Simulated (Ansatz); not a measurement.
GeH$_{6}$Si$_{2}$, SMILES `[SiH2]1[SiH2][GeH2]1`, relaxed with RKS PBE0-D4/def2-TZVP in Ansatz from a GFN2-xTB geometry. The force threshold is 0.005 eV/Å; the program also tests the step.

Total charge 0; spin multiplicity 1.

Start:

```xyz
9

Si    0.529    0.188   -1.166
Si    0.829   -0.577    1.025
Ge   -1.366    0.341    0.331
H     0.952   -0.936   -2.021
H     1.599    1.179   -1.372
H     1.142    0.201    2.229
H     0.468   -1.891    1.568
H    -2.408   -0.315   -0.607
H    -1.743    1.809    0.013
```

**Question.** How much energy does the relaxation release, and in how many steps? (An estimate is asked.)

**Answer.** The calculation gave: 0.69 eV, in 5 steps.

**Question.** Which bonds change most? (An estimate is asked.)

**Answer.** Computed: Si2–Ge3 from 2.478 to 2.381 Å; Si1–Ge3 from 2.420 to 2.381 Å; Ge3–H8 from 1.548 to 1.531 Å; Ge3–H9 from 1.548 to 1.531 Å.

**Question.** Give the relaxed structure. (An estimate is asked.)

**Answer.** Computed: 
```xyz
9

Si    0.801    0.083   -1.093
Si    0.525   -0.517    1.140
Ge   -1.309    0.429   -0.047
H     0.916   -0.991   -2.110
H     1.629    1.271   -1.413
H     1.186    0.303    2.186
H     0.468   -1.958    1.488
H    -2.478   -0.481   -0.434
H    -1.739    1.861    0.283
```
